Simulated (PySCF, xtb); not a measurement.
SiOF2, SMILES O=[Si](F)F.

Harmonic wavenumbers (cm⁻¹) from GFN2-xTB (xtb) at its own minimum, in rising order: 265, 282, 330, 842, 942, 1510.

Problem. What does PBE-D3(BJ)/def2-TZVP (PySCF) give at its own minimum? (Estimate from the structure and the level; the computed values follow.)

Solution. 317, 332, 341, 789, 950, 1277. Paired by order, the mean absolute difference is 68 cm⁻¹ and the zero-point energies are 6.0 and 5.7 kcal/mol.
